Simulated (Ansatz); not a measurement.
Total energies of CClF2NSi, SMILES `N#C[Si](F)(F)Cl`.

Cartesian coordinates in Å:
```
N 2.1727 0.5723 -0.9895
C 1.1479 0.2815 -0.5552
Si -0.4742 -0.1622 0.1579
F -0.5059 -1.7141 0.3722
F -1.5856 0.2285 -0.8753
Cl -0.7550 0.7940 1.8899
```

The species carries charge 0 and has multiplicity 1. The structure was optimised at the PBE0-D4/def2-TZVP level. Basis def2-TZVPP, the Gaussian-basis code of Ansatz.

RPA on PBE orbitals: Hartree–Fock energy of these orbitals -1039.90924 Eh, correlation -1.70921 Eh (frozen core).

| functional | energy without D4 (Eh) | D4 term (kJ/mol) |
| --- | --- | --- |
| PBE | -1041.93498 | -17.2 |
| ωB97X-V | -1042.35958 | – |

(1) Give the same for LDA (SPW92), revPBE, BLYP, r2SCAN, B97M-V, PBE0, B3LYP, r2SCANh, r2SCAN0, HSE06 (plane-wave form), BHLYP, CAM-B3LYP, LC-ωPBE, ωB97M-V, B2PLYP, PBE-QIDH. (An estimate is asked.)

B3LYP takes the VWN-RPA correlation (the form of Gaussian; ORCA's B3LYP/G). HSE06 is the plane-wave form, built on full-range PBE exchange. The double hybrids freeze the cores in their second-order part.

## Answers

(1) Ansatz gave: 
```csv
functional,energy without D4 (Eh),D4 term (kJ/mol)
LDA (SPW92),-1037.88260,–
revPBE,-1042.32270,-48.6
BLYP,-1042.53638,-37.6
r2SCAN,-1042.38563,-4.0
B97M-V,-1042.30164,–
PBE0,-1041.99608,-14.5
B3LYP,-1042.60189,-28.0
r2SCANh,-1042.36488,-4.3
r2SCAN0,-1042.33512,-4.8
HSE06 (plane-wave form),-1041.96976,-13.6
BHLYP,-1042.45095,-22.4
CAM-B3LYP,-1042.50884,-14.9
LC-ωPBE,-1042.16984,–
ωB97M-V,-1042.47170,–
B2PLYP,-1042.15957,–
PBE-QIDH,-1041.79760,–
```

LC-ωPBE has ω = 0.4 bohr⁻¹.
